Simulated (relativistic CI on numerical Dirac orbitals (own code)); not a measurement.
Mo²⁺ (4d4) in a crystal field

Calculated by Dirac-Coulomb-Breit CI, orbitals from a KLI potential per configuration, a model potential for QED, one configuration in a parametric crystal field, unscaled Slater integrals (own radial code). With so little scaling, terms lie 10 to 35 % too far apart, which can change the order of excited levels.

Field parameters in Wybourne normalisation: D3d B²₀ = −7Dσ, B⁴₀ = −14Dq − 21Dτ, B⁴₃ = −14√(10/7) Dq. The field is a parameter set, without covalency.

S is read from ⟨S²⟩ = S(S + 1).

Levels (cm⁻¹, degeneracy): 0 (1), 126 (2), 1435 (1), 1549 (1), 1770 (2), 1972 (2), 9601 (2), 10903 (1), 11397 (2), 12184 (1), 12185 (1), 12210 (2).

**Question.** Which field gives this pattern?
A. D3d, 10Dq = 29650, Dσ = 1200, Dτ = -50 cm⁻¹
B. D3d, 10Dq = 29650, Dσ = 760, Dτ = -50 cm⁻¹
C. D3d, 10Dq = 29650, Dσ = -550, Dτ = -50 cm⁻¹
D. D3d, 10Dq = 29650, Dσ = -330, Dτ = -50 cm⁻¹

**Answer.** B. D3d, 10Dq = 29650, Dσ = 760, Dτ = -50 cm⁻¹, ground level with S = 1.00.
